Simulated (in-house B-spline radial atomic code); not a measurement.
# Ru V (Ru4+): [Kr] 4d3 7f1 (an excited or competing configuration)

All numbers are computed (Dirac-Hartree-Fock, average of configuration; Fermi nucleus of rms radius 4.4809 fm) with an all-electron radial atomic-structure program (B-spline basis), not measured.

Screening seen three ways: the hydrogenic charge with the same mean radius, Z_r = [3n² - l(l+1)]/(2<r>), the one with the same energy, Z_e = n√(-2ε), and Slater's rules. Values are occupation-weighted means over j. An effective charge above Z reflects the relativistic contraction of the inner shells.

| shell | electrons | ε (eV) | <r> (bohr) | Z_r | Z_e | Slater |
| --- | --- | --- | --- | --- | --- | --- |
| 1s | 2 | -22320 | 0.03343 | 44.87 | 40.50 | 43.70 |
| 2s | 2 | -3347.9 | 0.145 | 41.37 | 31.37 | 39.85 |
| 2p | 6 | -3000.6 | 0.1268 | 39.42 | 29.70 | 39.85 |
| 3s | 2 | -680.41 | 0.3997 | 33.77 | 21.22 | 32.75 |
| 3p | 6 | -562.96 | 0.4003 | 31.22 | 19.30 | 32.75 |
| 3d | 10 | -373.2 | 0.3827 | 27.43 | 15.71 | 22.85 |
| 4s | 2 | -158.67 | 1 | 23.99 | 13.66 | 16.25 |
| 4p | 6 | -121.53 | 1.084 | 21.22 | 11.95 | 16.25 |
| 4d | 3 | -72.098 | 1.317 | 15.95 | 9.21 | 7.30 |
| 7f | 1 | -7.5422 | 12.21 | 5.53 | 5.21 | 5.00 |

The least bound orbital is 7f5/2 at -7.542 eV, while the most diffuse is 7f7/2 (<r> = 12.21 bohr against 12.21 bohr): energy order and size order differ.

Spin-orbit splittings of the orbital energies (j = l + 1/2 above j = l - 1/2 when positive): 2p 131.7 eV, 3p 23.16 eV, 3d 4.448 eV, 4p 3.844 eV, 4d 0.4688 eV, 7f -0.0003778 eV.

For the 1s electron the small component carries 2.58 % of the norm, the zero-frequency Breit interaction raises the level by 44.95 eV, self-energy by 24.78 eV, and vacuum polarisation lowers it by 2.96 eV.
